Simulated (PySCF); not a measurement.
**UHF on B- (boron, charge -1)**

Configuration: [He] 2s2 2p2, high-spin 3P determinant. All numbers are calculated (PySCF 2.14, no relativity, point nucleus, in aug-cc-pVTZ (5s4p3d2f, 46 functions)).

- Total energy: -24.520947 hartree
- One-electron energy: -33.6669 hartree
- Hartree (Coulomb) energy: 13.0434 hartree
- Exchange energy: -3.8975 hartree
- Kinetic energy: 24.51953 hartree
- ⟨S²⟩: 2.0094
- ⟨L²⟩: 2.027
- Sum of ⟨r⟩: 11.14 bohr
- Sum of ⟨r²⟩: 38.58 bohr²
- Traceless quadrupole moment −½Σ⟨3z² − r²⟩ along its main axis: 5.48 e·bohr²
- Density at the nucleus (Gaussians lack the cusp): 68.9 bohr⁻³
- Spin density at the nucleus: -0.0663 bohr⁻³
- Langevin diamagnetic susceptibility: -30.6 ×10⁻⁶ cm³/mol

```json
{"shell": "1s α", "electrons": "1", "mean orbital energy (eV)": "-202.11", "rms radius, mean of both spins (bohr)": "0.379"}
{"shell": "1s β", "electrons": "1", "mean orbital energy (eV)": "-201.69", "rms radius, mean of both spins (bohr)": "0.379"}
{"shell": "2s α", "electrons": "1", "mean orbital energy (eV)": "-8.488", "rms radius, mean of both spins (bohr)": "2.37"}
{"shell": "2s β", "electrons": "1", "mean orbital energy (eV)": "-4.552", "rms radius, mean of both spins (bohr)": "2.37"}
{"shell": "2p α", "electrons": "2", "mean orbital energy (eV)": "-0.768", "rms radius, mean of both spins (bohr)": "3.68"}
```

Spin-orbit constants ζ (cm⁻¹) from the X2C one-electron operator on these orbitals (non-relativistic here): bare nucleus, nucleus screened by l(l+1)(2l+1)/3 electrons, and screened by the Breit-Pauli mean field of the electrons.

```
shell   bare  screened nucleus  mean field
   2p  13.53             8.120       5.603
```

To first order the Landé constant is A = 2.802 cm⁻¹, so the lowest level has J = 0 and lies 0.000695 eV below the centre of the term. This holds in LS coupling only.
